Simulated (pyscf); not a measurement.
Optimised with ωB97X-D3(BJ)/def2-SVP in PySCF. Singlets are restricted, triplets unrestricted.

Singlet (Å):
```xyz
9

Br     1.5764    -1.0359    -0.1716
C      0.8107     0.7804    -0.2807
C     -0.3144     1.1251    -1.1027
C     -1.3250     0.2399    -1.6083
Br    -1.7597    -1.5076    -0.7992
H      0.3747     1.0280     0.7147
H      1.6702     1.4488    -0.4169
H     -2.2923     0.7317    -1.7713
H     -0.8940     0.0511    -2.6185
```

Triplet (Å):
```xyz
9

Br    -2.4750    -0.5457     0.1526
C     -1.2222    -1.7874    -0.7575
C     -0.0949    -1.0696    -1.3162
C      0.9390    -0.2369    -0.7365
Br     2.0094    -1.2536     0.5903
H     -1.8166    -2.3083    -1.5194
H     -0.9096    -2.4995     0.0243
H      0.5159     0.6102    -0.1715
H      1.6564     0.1330    -1.4806
```

Problem. For these two minima of Br–CH₂–C:–CH₂–Br, which spin state lies lower at ωB97X-D3(BJ)/def2-TZVP, and by how much (electronic energies)?

Solution. The triplet, by 0.09 eV, which is too close to call the ground state. Zero-point energy shifts E(triplet) − E(singlet) by +0.05 eV. The 7 functionals that were run give -0.34 (r²SCAN) to -0.03 eV (ωB97M-D3(BJ)). Br–CH₂–C:–CH₂–Br [triplet] lies 2.96 eV over its isomer H₃C–C(Br)=CH–Br, and others may lie lower still (electronic energy, ωB97M-D3(BJ)). 

E(triplet) − E(singlet) by level (eV):

```json
[
 {"level": "ωB97X-D3(BJ)/def2-TZVP", "gap": "-0.09"},
 {"level": "PBE/def2-TZVP", "gap": "-0.08"},
 {"level": "r²SCAN/def2-TZVP", "gap": "-0.34"},
 {"level": "B3LYP-D3(BJ)/def2-TZVP", "gap": "-0.11"},
 {"level": "PBE0-D3(BJ)/def2-TZVP", "gap": "-0.27"},
 {"level": "M06-2X/def2-TZVP", "gap": "-0.23"},
 {"level": "ωB97M-D3(BJ)/def2-TZVP", "gap": "-0.03"},
 {"level": "HF/def2-TZVP", "gap": "-1.15"}
]
```

The triplet is the lowest one reached from the SCF start used. Elements up to Kr have no core potential and no relativistic terms here.
